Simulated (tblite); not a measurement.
C6H14B2O2.
SMILES with atom numbers: `[BH2:1][C@H:2]([O:3][B:4]([CH3:5])[O:6][CH3:7])[CH:8]1[CH2:9][CH2:10]1` (hydrogens: H11, H12 on B1; H13 on C2; H14, H15, H16 on C5; H17, H18, H19 on C7; H20 on C8; H21, H22 on C9; H23, H24 on C10)

Computed with GFN2-xTB (tblite), gas phase: L-BFGS steps from a force-field or distance-geometry start until the largest atomic force falls under 0.01 eV/Å.

At the end of the run (lengths in Å): O3–B4 1.352, B4–O6 1.358, C10–H23 1.079, C10–H24 1.079, C2–O3 1.426, C9–H22 1.079, C9–C10 1.499, B4–O6–C7 121.7°, B1–C2–C8 114.0°, C2–O3–B4 125.1°, C2–C8–C9 120.0°, B1–C2–O3–B4 87°, C2–O3–B4–C5 1°, O3–B4–O6–C7 0°, H17–C7–O6–B4 48°, H13–C2–B1–H11 -70°.

**Question.** These geometries were met on the way; a selection of coordinates is given. Order them by energy above the end point, lowest first.
A. O3–B4 1.362, B4–O6 1.353, C10–H23 1.077, C10–H24 1.081, C2–O3 1.434, C9–H22 1.081, C9–C10 1.499, B4–O6–C7 142.4°, B1–C2–C8 106.6°, C2–O3–B4 131.2°, C2–C8–C9 127.1°, B1–C2–O3–B4 132°, C2–O3–B4–C5 -41°, O3–B4–O6–C7 20°, H17–C7–O6–B4 11°, H13–C2–B1–H11 -22°
B. O3–B4 1.474, B4–O6 1.470, C10–H23 1.122, C10–H24 1.113, C2–O3 1.396, C9–H22 1.110, C9–C10 1.529, B4–O6–C7 108.7°, B1–C2–C8 108.4°, C2–O3–B4 111.7°, C2–C8–C9 115.8°, B1–C2–O3–B4 155°, C2–O3–B4–C5 -89°, O3–B4–O6–C7 88°, H17–C7–O6–B4 -61°, H13–C2–B1–H11 1°
C. O3–B4 1.368, B4–O6 1.342, C10–H23 1.074, C10–H24 1.075, C2–O3 1.441, C9–H22 1.080, C9–C10 1.485, B4–O6–C7 133.6°, B1–C2–C8 100.2°, C2–O3–B4 126.3°, C2–C8–C9 131.7°, B1–C2–O3–B4 123°, C2–O3–B4–C5 -20°, O3–B4–O6–C7 -6°, H17–C7–O6–B4 35°, H13–C2–B1–H11 -28°
D. O3–B4 1.353, B4–O6 1.352, C10–H23 1.081, C10–H24 1.083, C2–O3 1.438, C9–H22 1.084, C9–C10 1.502, B4–O6–C7 127.1°, B1–C2–C8 100.4°, C2–O3–B4 123.3°, C2–C8–C9 128.1°, B1–C2–O3–B4 113°, C2–O3–B4–C5 -6°, O3–B4–O6–C7 -3°, H17–C7–O6–B4 38°, H13–C2–B1–H11 -39°
E. O3–B4 1.367, B4–O6 1.383, C10–H23 1.084, C10–H24 1.083, C2–O3 1.431, C9–H22 1.082, C9–C10 1.504, B4–O6–C7 118.4°, B1–C2–C8 111.1°, C2–O3–B4 119.0°, C2–C8–C9 118.6°, B1–C2–O3–B4 151°, C2–O3–B4–C5 -84°, O3–B4–O6–C7 87°, H17–C7–O6–B4 -58°, H13–C2–B1–H11 -2°

**Answer.** D (0.243 eV), C (0.430 eV), A (0.732 eV), E (1.211 eV), B (1.954 eV).

| step | E above end (eV) | rms distance from the end, all atoms (Å) | largest force (eV/Å) | rms shift of all bonds from the end (Å) |
| --- | --- | --- | --- | --- |
| 34 | 0.243 | 0.383 | 0.429 | 0.006 |
| 29 | 0.430 | 0.444 | 0.601 | 0.010 |
| 23 | 0.732 | 0.546 | 0.634 | 0.008 |
| 7 | 1.211 | 0.706 | 0.263 | 0.008 |
| 0 | 1.954 | 0.728 | 3.090 | 0.040 |

Rows stand in the order of the answer.
